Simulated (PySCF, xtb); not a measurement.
C2H4N, SMILES [CH]=NC, multiplicity 2.

The structure is a stationary point at B3LYP-D3(BJ)/def2-TZVP. The isomer is the one that the SMILES or the coordinates give; other isomers of the formula were not compared.

Calculation: C-PCM-ωB97X/def2-SVP in PySCF.

The values are the electrostatic part of the solvation free energy, E(continuum) − E(gas) at the gas-phase geometry, in a cavity of scaled van der Waals radii (PySCF's table); cavitation and dispersion terms are not included. The dipole moment in vacuum is 2.26 D.

Computed values in water (ε = 78.36), ethylethanoate (ε = 5.99), tetrahydrofuran (ε = 7.43):
```json
[
 {"solvent": "water", "ε": "78.36", "ΔG(elec) (kcal/mol)": "-3.6", "dipole (D)": "2.80"},
 {"solvent": "ethylethanoate", "ε": "5.99", "ΔG(elec) (kcal/mol)": "-3.0", "dipole (D)": "2.70"},
 {"solvent": "tetrahydrofuran", "ε": "7.43", "ΔG(elec) (kcal/mol)": "-3.1", "dipole (D)": "2.72"}
]
```

For comparison, GFN2-xTB/ALPB(water) (xtb, at the GFN2-xTB geometry, all terms of that model) gives -2.1 kcal/mol.
